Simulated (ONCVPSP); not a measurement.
## W, ONCV: configuration errors across variants

```
Element                 : W (Z = 74)
Generator               : ONCVPSP 4.0.1
Type                    : optimised norm-conserving Vanderbilt (ONCV)
Functional              : PBE
Relativity              : fully relativistic
Frozen core             : [Kr] 4d10
Valence charge          : 28
Reference configuration : 4f14 5s2 5p6 5d4 6s1.75 6p0.25
Partial waves           : 5s+6s: rc 1.90 bohr, ncon 3, nbas 8, qcut 8.3 1/bohr, 2 projectors; 5p+6p: rc 2.00 bohr, ncon 3, nbas 7, qcut 7.8 1/bohr, 2 projectors; 5d: rc 2.50 bohr, ncon 4, nbas 8, qcut 5.7 1/bohr, 2 projectors, debl 2.2 Ha; 4f: rc 1.15 bohr, ncon 5, nbas 9, qcut 16.7 1/bohr, 2 projectors, debl 0.6 Ha
Local potential         : polynomial inside 1.15 bohr (lpopt 5, dvloc0 0 Ha)
Core correction         : none
```

Open shells are filled in proportion to 2j + 1.

In the f channel the program set the typed energies aside and used -1.196, 0.250 Ha (j = l + 1/2; the other j can differ).

All-electron excitation energies from the reference (eV): (1) 4f14 5s2 5p6 5d4 6s2 6p0 -1.087; (2) 4f14 5s2 5p6 5d4 6s1 6p0 7.802; (3) 4f14 5s2 5p6 5d5 6s1 6p0 0.447.

1 further variants failed, have other tests or too few solved ones, and are left out.

Errors AE − PS in meV (a dash: test not solved or not reliable):

| change | (1) | (2) | (3) | bound ghosts | GHOST(+) flags above zero |
| --- | --- | --- | --- | --- | --- |
| base | 0.0 | -0.2 | +2.1 | none | s |
| s: rc 2.28 | 0.0 | -0.5 | +1.3 | none | s |
| d: qcut 8.1 | 0.0 | -0.5 | -2.1 | none | s |
| local potential polynomial inside 0.90 bohr (lpopt 4, dvloc0 2 Ha) | 0.0 | -0.2 | +2.1 | none | s |
| p: rc 2.8 | -0.1 | -0.2 | +2.0 | none | s |

Task: Give the same row for: s: qcut 7.6; p: qcut 7.1; d: qcut 5.2; f: qcut 15.2.

Result: -0.1, -0.2, +4.4; bound ghosts: none; GHOST(+) flags above zero: s.
